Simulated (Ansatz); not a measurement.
The inner images of a band of BF$_{2}$H$_{3}$O (7 atoms, charge 0, multiplicity 1) are given out of order.

Theory: Ansatz, RKS PBE0-D4/def2-SVP.

Initial state:

```xyz
7
Properties=species:S:1:pos:R:3
B -0.026 -0.001 0.160
F -0.232 -0.730 1.289
F 1.257 -0.014 -0.290
H -0.913 0.031 -0.662
O -0.058 1.619 0.863
H 0.852 1.935 0.751
H -0.169 1.456 1.812
```

Final state:

```xyz
7
Properties=species:S:1:pos:R:3
B 0.264 0.460 -0.371
F -0.890 -0.102 2.572
F 1.364 0.383 -1.104
H -0.689 -0.229 -0.607
O 0.219 1.348 0.654
H 1.035 1.854 0.764
H -0.590 0.582 2.016
```

Question: Put them in order from the first end to the last, with their energies above the first end.
A.
```xyz
7
Properties=species:S:1:pos:R:3
B 0.022 0.295 0.071
F -0.337 -0.329 1.569
F 1.258 -0.109 -0.249
H -0.904 0.046 -0.654
O 0.004 1.628 0.742
H 0.896 2.000 0.777
H -0.225 0.767 1.666
```
B.
```xyz
7
Properties=species:S:1:pos:R:3
B 0.075 0.426 -0.071
F -0.371 -0.324 1.804
F 1.266 -0.124 -0.280
H -0.906 0.025 -0.632
O 0.041 1.664 0.566
H 0.930 2.003 0.731
H -0.323 0.626 1.805
```
C.
```xyz
7
Properties=species:S:1:pos:R:3
B 0.173 0.490 -0.291
F -0.522 -0.277 2.333
F 1.363 0.047 -0.665
H -0.834 -0.025 -0.690
O 0.097 1.569 0.533
H 0.969 1.923 0.757
H -0.532 0.569 1.946
```
D.
```xyz
7
Properties=species:S:1:pos:R:3
B -0.009 0.172 0.134
F -0.297 -0.434 1.454
F 1.259 -0.075 -0.261
H -0.907 0.043 -0.657
O -0.031 1.615 0.816
H 0.863 1.992 0.802
H -0.165 0.984 1.637
```
E.
```xyz
7
Properties=species:S:1:pos:R:3
B 0.127 0.496 -0.207
F -0.399 -0.371 2.082
F 1.312 -0.044 -0.445
H -0.876 0.030 -0.672
O 0.062 1.655 0.511
H 0.939 1.987 0.743
H -0.452 0.543 1.910
```
F.
```xyz
7
Properties=species:S:1:pos:R:3
B 0.220 0.473 -0.340
F -0.704 -0.180 2.486
F 1.391 0.195 -0.891
H -0.772 -0.121 -0.659
O 0.146 1.462 0.587
H 1.000 1.880 0.763
H -0.569 0.589 1.978
```
G.
```xyz
7
Properties=species:S:1:pos:R:3
B -0.024 0.064 0.156
F -0.260 -0.580 1.361
F 1.257 -0.047 -0.277
H -0.912 0.031 -0.661
O -0.053 1.627 0.838
H 0.846 1.985 0.786
H -0.141 1.216 1.720
```

Answer: G (+0.09 eV), D (+0.49 eV), A (+0.92 eV), B (+0.61 eV), E (+0.44 eV), C (+0.42 eV), F (+0.41 eV).

The run took 3.8 min on 1 thread of Arm Neoverse V1, on a shared host, peak memory 0.13 GiB.
